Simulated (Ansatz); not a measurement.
## A family of molecules: the dipole moment

One atom is swapped for its congeners: Se(CH3)2 (dimethyl selenide); Se(CH3)(SiH3); Se(CH3)(GeH3); Se(CH3)(SnH3). All are singlets with charge 0.

Shapes, held fixed at every level: PBE0-D4/def2-TZVP. Programs: Ansatz 0.2.0. Values in D.

```
               level  Se(CH3)2  Se(CH3)(GeH3)  Se(CH3)(SnH3)
   PBE-D4/def2-TZVPP      1.47           1.29           1.30
r2SCAN-D4/def2-TZVPP      1.58           1.40           1.41
 B3LYP-D4/def2-TZVPP      1.48           1.32           1.32
  wB97M-V/def2-TZVPP      1.48           1.34           1.37
```

(1) Estimate the column for Se(CH3)(SiH3) from its neighbours.

Answers

(1) The mean of the neighbours at wB97M-V/def2-TZVPP is 1.41 D, against 1.33 from the run: the member lies nearer Ge. All rows: PBE-D4/def2-TZVPP 1.31; r2SCAN-D4/def2-TZVPP 1.41; B3LYP-D4/def2-TZVPP 1.32; wB97M-V/def2-TZVPP 1.33 D. At wB97M-V/def2-TZVPP the dipole moment isn't monotonic: it is largest for C and smallest for Si (1.48 and 1.33 D). 1 of 4 levels show this order throughout; 1 agree on the largest and the smallest. For atoms past krypton def2 sets carry core potentials with scalar relativity. Relativity is left out for Ge, Se unless named.
